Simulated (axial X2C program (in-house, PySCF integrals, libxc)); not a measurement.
**HfO along the bond: HF, scalar-relativistic**

All values were computed with an in-house all-electron X2C program for linear molecules (integrals from PySCF). Spin-free means the one-electron spin-free X2C Hamiltonian. Basis: Hf dyall-cv3z [13s14p9d7f4g], O dyall-av3z [7s6p3d2f] (cores contracted in-house); Gaussian nuclei, density fitting, unrestricted open shells. Masses: Hf 179.947 u, O 15.995 u.

State: M_S = 0, Λ = 0 (closed shell). Dipoles are positive if O is the positive end.

```csv
R (Å),μ (D),HOMO (eV),LUMO (eV)
1.492,-1.707,-6.67,0.48
1.561,-2.444,-6.88,0.42
1.612,-2.964,-7.03,0.38
1.664,-3.463,-7.18,0.33
1.715,-3.942,-7.32,0.27
1.775,-4.482,-7.49,0.21
1.835,-5.008,-7.64,0.14
1.912,-5.665,-7.83,0.04
2.006,-6.447,-8.05,-0.08
2.144,-7.556,-8.33,-0.26
```

The minimum lies at 1.707 Å. What is the dipole moment there, and its slope?

At HF, spin-free, with the sign and origin stated: μ = -3.87 D, dμ/dR = -9.21 D/Å.

The state is one determinant whose occupation by symmetry is held fixed; it was picked as the lowest of a PBE0 search that is not exhaustive. Closed shells are restricted here (equal orbitals for both partners); the stretched side of such a curve lies too high.
